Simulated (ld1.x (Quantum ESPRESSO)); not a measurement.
Transferability test, TM potential for Pt

| Property | Result |
| --- | --- |
| Element | platinum |
| Generator | ld1.x (Quantum ESPRESSO) 7.5 |
| Type | norm-conserving Troullier–Martins (Kleinman–Bylander form) |
| Functional | LDA (PZ) |
| Relativity | fully relativistic |
| Frozen core | [Kr] 4d10 4f14 |
| Valence charge | 18 |
| Reference configuration | 5s2 5p6 5d9 6s0 6p0 (charge +1) |
| Partial waves | 5p (bound): rc 1.95 bohr; 5d (bound): rc 1.55 bohr; 5s (bound): rc 0.95 bohr |
| Local potential | the s channel |
| Core correction | a·sin(br)/r model core inside 0.65 bohr |

Open shells are filled in proportion to 2j + 1 (rel_dist='average').

Energies are relative to the spin-unpolarised reference configuration 5s2 5p6 5d9 6s0 6p0; without spin polarisation the order of configurations can differ from experiment.

(1) Give the all-electron excitation energy and the error of the potential for: 5s2 5p6 5d9 6s1 6p0; 5s2 5p6 5d8 6s0 6p0; 5s2 5p6 5d7 6s0 6p0; 5s2 5p6 5d8 6s1 6p0; 5s2 5p6 5d9.5 6s0.5 6p0; 5s2 5p6 5d9 6s0.5 6p0; 5s1 5p6 5d9 6s1 6p0.

Note: ghost state, extra bound levels that the all-electron valence spectrum of the same l lacks: p1/2 at -26.3 eV. A true bound ghost makes a file unfit for plane-wave use.

Results:

(1)

```tsv
valence configuration	charge	ΔE all-electron (eV)	error AE − PS (meV)
5s2 5p6 5d9 6s1 6p0	0	-9.558	+110
5s2 5p6 5d8 6s0 6p0	+2	20.275	+0.6
5s2 5p6 5d7 6s0 6p0	+3	52.786	+3.0
5s2 5p6 5d8 6s1 6p0	+1	1.885	+152
5s2 5p6 5d9.5 6s0.5 6p0	0	-9.656	+52
5s2 5p6 5d9 6s0.5 6p0	+0.5	-5.691	+62
5s1 5p6 5d9 6s1 6p0	+1	99.178	+162
```
